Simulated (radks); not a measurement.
Values are calculated unless marked as measured or tabulated.
Charge is removed step by step from the 2s down level of N, starting from [He] 2s(up 1, down 1) 2p3. Code: a radial shooting solver on a logarithmic mesh with Libxc functionals. Model: scalar-relativistic Kohn-Sham, r2SCAN, spin-polarised, spherical densities, finite nucleus; open shells are filled with parallel spins first; meta-GGA in the generalised Kohn-Sham scheme; Fermi nuclear charge, rms radius 2.5582 fm.

\begin{tabular}{lrr}
removed (e) & E - E(0) (eV) & eigenvalue (eV) \\ \hline
0 & 0.000 & -15.218 \\
0.1 & 1.571 & -16.200 \\
0.2 & 3.240 & -17.190 \\
0.3 & 5.009 & -18.180 \\
0.4 & 6.876 & -19.164 \\
0.5 & 8.841 & -20.136 \\
0.6 & 10.902 & -21.092 \\
0.7 & 13.058 & -22.010 \\
0.8 & 15.301 & -22.829 \\
0.9 & 17.613 & -23.302 \\
\end{tabular}

The mean slope of the eigenvalue, de/dn, is 8.98 eV per electron.
